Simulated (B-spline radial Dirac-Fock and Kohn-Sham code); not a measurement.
## W 4f7/2: cross section and angular parameters

System: the W atom in the configuration [Xe] 4f14 5d4 6s2; threshold 42.39 eV (orbital energy of the model). Method: Dirac-Hartree-Slater photoionisation with a Latter tail; cross sections with all multipoles, angular parameters from the dipole term and its interference with E2. Computed with an atomic code on a B-spline grid.

For linearly polarised light dσ/dΩ = σ/(4π) [1 + β P₂(cos θ) + (δ + γ cos²θ) sin θ cos φ], with θ from the polarisation vector and φ the angle between the beam and the projection of the electron momentum on the plane normal to the polarisation.

```
hν (eV)   σ (kb)      β      γ      δ
   63.6      537  1.557  0.001  0.000
     80      926  1.238  0.007  0.005
    108     2020  0.525  0.002  0.010
    114     2260  0.457  0.002  0.011
    150     3320  0.291  0.000  0.014
    200     3720  0.308  0.000  0.017
    253     3420  0.389  0.002  0.021
    255     3400  0.392  0.002  0.021
    266     3310  0.411  0.003  0.022
    300     2980  0.468  0.005  0.024
    328     2700  0.512  0.006  0.025
    344     2540  0.537  0.007  0.026
    484     1460  0.714  0.020  0.034
    753      540  0.911  0.068  0.050
    919      318  0.976  0.111  0.059
    935      303  0.980  0.116  0.060
   1000      250  0.998  0.135  0.064
   1180        ?      ?      ?      ?
 1253.6      128  1.039  0.215  0.078
   1460     79.2  1.053  0.284  0.089
 1486.9     74.7  1.054  0.293  0.090
   2540     12.0  1.016  0.616  0.143
   3080     5.94  0.977  0.750  0.169
   3750     2.82  0.928  0.889  0.202
   3820     2.63  0.923  0.902  0.205
   4060     2.08  0.906  0.945  0.217
   6120    0.404  0.783  1.224  0.314
   8400    0.108  0.688  1.425  0.415
  13000   0.0160  0.559  1.668  0.599
  15000  0.00839  0.518  1.728  0.672
```

Problem. Give the values at 1180 eV.

Solution. σ = 154 kb, β = 1.031, γ = 0.191, δ = 0.074.
